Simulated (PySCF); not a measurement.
Job file and geometry (Å, from GFN2-xTB) of an NMR shielding run on SMILES C[C@@H]1CCCCB1C#N, C$_{7}$H$_{12}$BN, GIAO PBE0/pcSseg-1 NMR shielding, non-relativistic, gas phase (PySCF); density fitting, a coarse starting grid and PySCF grid level 2 are the driver's defaults:

```
$ OMP_NUM_THREADS=1 python probes_run.py task.json out

{"job": {"kind": "nmr", "xc": "PBE0", "basis": "pcSseg-1"}, "charge": 0, "multiplicity": 1}
C      2.254316    -0.774538    -0.367452
C      0.887833    -0.469416     0.258356
C     -0.204638    -1.346352    -0.372284
C     -1.594756    -0.977864     0.139504
C     -1.974536     0.440565    -0.277135
C     -1.024811     1.481167     0.328390
B      0.490842     1.059342     0.303939
C      1.571514     2.118739     0.442010
N      2.390652     2.918892     0.544434
H      2.485233    -1.835687    -0.287468
H      2.257499    -0.506516    -1.422197
H      3.040861    -0.210111     0.128566
H      0.954151    -0.756251     1.321137
H     -0.000029    -2.398791    -0.160385
H     -0.178484    -1.219990    -1.457488
H     -1.616661    -1.059710     1.229158
H     -2.326761    -1.682215    -0.262158
H     -3.002676     0.652976     0.025265
H     -1.931839     0.511351    -1.366626
H     -1.203916     2.454778    -0.134687
H     -1.282714     1.616571     1.386650
```

**Question.** What does the program print?

**Answer.** 
```
coarse grid: 17192 points
cycle   1  E = -352.9836289515  dE =  9.948e-01  |g| = 4.971e-01  |ddm| = 4.014e+00
cycle   2  E = -352.9271479085  dE =  5.648e-02  |g| = 7.238e-01  |ddm| = 9.617e-01
cycle   3  E = -353.0416057754  dE = -1.145e-01  |g| = 2.073e-01  |ddm| = 5.457e-01
cycle   4  E = -353.0504797482  dE = -8.874e-03  |g| = 5.682e-02  |ddm| = 1.518e-01
cycle   5  E = -353.0511918887  dE = -7.121e-04  |g| = 1.165e-02  |ddm| = 4.922e-02
cycle   6  E = -353.0512234582  dE = -3.157e-05  |g| = 3.005e-03  |ddm| = 1.317e-02
cycle   7  E = -353.0512255603  dE = -2.102e-06  |g| = 6.124e-04  |ddm| = 2.599e-03
final grid: 165120 points
cycle   8  E = -353.1030781728  dE = -5.706e-05  |g| = 8.982e-03  |ddm| = 4.169e-02
cycle   9  E = -353.1030702417  dE =  7.931e-06  |g| = 1.069e-02  |ddm| = 1.698e-02
cycle  10  E = -353.1030986681  dE = -2.843e-05  |g| = 1.331e-03  |ddm| = 9.248e-03
cycle  11  E = -353.1030989651  dE = -2.970e-07  |g| = 6.891e-04  |ddm| = 1.131e-03
cycle  12  E = -353.1030990647  dE = -9.962e-08  |g| = 1.398e-04  |ddm| = 4.865e-04
cycle  13  E = -353.1030990691  dE = -4.398e-09  |g| = 3.382e-05  |ddm| = 1.294e-04
cycle  14  E = -353.1030990694  dE = -2.726e-10  |g| = 7.008e-06  |ddm| = 3.213e-05
converged SCF energy = -353.1030990694

GIAO shielding tensors (ppm)
atom      isotropic    diamagn.    paramagn.     s11        s22        s33       span
  0 C      166.869     245.071     -78.202    147.666    166.531    186.409     38.743
  1 C      147.965     251.384    -103.419    122.312    140.618    180.965     58.653
  2 C      149.702     247.870     -98.167    135.902    147.025    166.180     30.278
  3 C      155.841     247.501     -91.661    152.962    156.751    157.809      4.847
  4 C      158.903     246.622     -87.719    148.540    157.121    171.046     22.507
  5 C      155.351     252.122     -96.771    130.898    154.777    180.378     49.479
  6 B       23.914     187.771    -163.857    -78.105     30.894    118.953    197.058
  7 C       55.702     261.782    -206.079    -69.560    -57.160    293.827    363.387
  8 N     -127.118     337.935    -465.053   -301.158   -231.231    151.035    452.193
  9 H       30.583      28.994       1.589     26.006     28.915     36.827     10.821
 10 H       30.740      29.793       0.946     27.402     28.540     36.277      8.875
 11 H       29.705      29.227       0.478     24.988     28.038     36.088     11.100
 12 H       30.836      31.976      -1.140     25.830     31.107     35.571      9.741
 13 H       29.655      31.603      -1.948     24.651     29.242     35.071     10.420
 14 H       30.564      32.310      -1.746     26.553     30.324     34.815      8.263
 15 H       30.259      31.400      -1.141     26.498     28.875     35.402      8.904
 16 H       29.699      29.732      -0.033     24.533     28.040     36.526     11.993
 17 H       29.639      29.256       0.382     24.339     28.133     36.445     12.106
 18 H       30.357      30.729      -0.372     26.449     28.777     35.845      9.397
 19 H       29.666      29.483       0.183     24.765     29.110     35.122     10.357
 20 H       30.716      29.632       1.084     26.185     29.411     36.554     10.369
```

Size and cost of the density-fitted run: 213 basis functions, 58 s wall time on 1 thread of an Arm Neoverse V1, shared host; peak memory 0.94 GiB.
